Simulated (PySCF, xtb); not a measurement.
GeI2, SMILES [Ge]([I])[I] (connectivity only; charge and spin as stated), neutral, multiplicity 1.

Harmonic wavenumbers (cm⁻¹) from xtb with GFN2-xTB at its own minimum, in rising order: 76, 249, 250.

### Question
What does B3LYP-D3(BJ)/def2-SVP (PySCF) give at its own minimum? (An estimate is asked for; the answer gives what the named calculation found.)

### Answer
73, 226, 227. Paired by order, the mean absolute difference is 16 cm⁻¹ and the zero-point energies are 0.8 and 0.8 kcal/mol.
